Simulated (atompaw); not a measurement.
# Er (Z = 68): PAW (atompaw) pseudisation with LDA (PW92), scalar-relativistic reference atom.

atompaw 4.2.0.5 was run on this input:

```
Er 68
LDA-PW scalarrelativistic loggrid 2001 logderivrange -6 5 276
6 6 5 4 0 0
6 1 0
5 2 0
4 3 12
0 0 0
c
c
c
c
v
v
c
c
c
v
v
c
c
v
v
3
3.00 2.20 2.15 2.05
n
n
y
2.1
n
y
4.35
n
custom polynom vanderbiltortho besselshape
4 0.5 troulliermartins
1.45
1.65
2.30
3.00
3.00
3.00
1.00
1.00
PWSCFOUT
UPFDX 0.0125d0 UPFXMIN -7.d0 UPFZMESH 68.d0
END
```

Command:

```bash
atompaw < Er.input > Er.log
```

The program printed (summary file):

```
[... start of the log left out ...]
         rc =    3.0020980371954722
        irc =         1518
   rc_shape =    2.2110321198980776
    rc_vloc =    2.1517304978353970
    rc_core =    2.0517539628320245
   Vloc: Norm-conserving Troullier-Martins with l= 4;e=   5.0000E-01
   Projector type: polynomial pseudization + Vanderbilt ortho.
   Bessel compensation charge shape zeroed at   2.2110E+00

 Number of basis functions     8
 No.   n  nodes  l      Energy         Cp coeff         Occ
  1    5    4    0   -0.3823853E+01 -0.2392026E+05  0.2000000E+01
  2    6    5    0   -0.2930033E+00 -0.1504634E+06  0.2000000E+01
  3    5    3    1   -0.1950004E+01  0.7904175E+00  0.6000000E+01
  4    6    4    1   -0.8692732E-01  0.3474249E+02  0.0000000E+00
  5    5    2    2   -0.7933849E-01  0.1829161E+01  0.0000000E+00
  6  999    3    2    0.2100000E+01  0.7948074E-01  0.0000000E+00
  7    4    0    3   -0.2469653E+00  0.2720369E+02  0.1200000E+02
  8  999    1    3    0.4350000E+01  0.7450370E+02  0.0000000E+00

 Eigenvalues of overlap operator (in the basis of projectors):
    1       -1.40650558E+01
    2        8.08842943E-01
    3        2.37906816E+00
    4        3.61136721E+00
    5        1.06418167E+02
    6        3.50092208E+03
    7        3.50864398E+06
    8        5.99269731E+11

The overlap operator has at least one negative eigenvalue!
It might be not positive definite...
Program is stopping.
This probably means that your projectors are too similar
or that your PAW basis is incomplete.
Advice: try to change your input parameters (f.i. : reference energies).
```

The run stopped because the overlap operator built from these waves and projectors is not positive definite.

The run took about 43 s on one core of a shared server CPU.
